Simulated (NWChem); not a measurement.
System: C3H5FSi; SMILES C#C[SiH2]CF

The following NWChem deck was run.

```
start job
memory heap 200 mb stack 900 mb global 1100 mb
geometry units angstroms noautosym nocenter noautoz
  C      0.926534    -2.490500    -0.045865
  C      0.187217    -1.526641     0.025127
  Si    -0.911241    -0.062741     0.123371
  C     -0.011983     1.480466    -0.524107
  F      1.059557     1.787691     0.285146
  H      1.580015    -3.343155    -0.106238
  H     -1.318966     0.151578     1.540680
  H     -2.119924    -0.289660    -0.725438
  H      0.345368     1.316535    -1.556548
  H     -0.707212     2.339759    -0.550256
end
basis spherical
  * library 6-31g*
end
dft
  xc hfexch
  iterations 150
  mulliken
end
task dft energy
esp
  recalculate
  probe 0.07
  range 0.3
  factor 1.0
  spacing 0.02
end
task esp
```

Geometry: optimised at PBE0/def2-SVP.

Atomic charges in e: unrestrained fits to the electrostatic potential beside Mulliken populations; buried atoms are poorly determined by the fit.

Atoms are numbered as in the input.

Task: Predict the main results of this run. (Hartree-Fock/6-31G* (spherical d).) Quantities: ESP C1; Mulliken C1; ESP C2; Mulliken C2; ESP Si3; Mulliken Si3; ESP C4; Mulliken C4; ESP F5; Mulliken F5; relative RMS misfit of the potential (%).

Result: 
```
Property                                  Value
----------------------------------------  -----
ESP C1                                    -0.32
Mulliken C1                               -0.21
ESP C2                                    -0.18
Mulliken C2                               -0.31
ESP Si3                                    0.60
Mulliken Si3                               0.75
ESP C4                                     0.19
Mulliken C4                               -0.13
ESP F5                                    -0.31
Mulliken F5                               -0.44
relative RMS misfit of the potential (%)     25
```
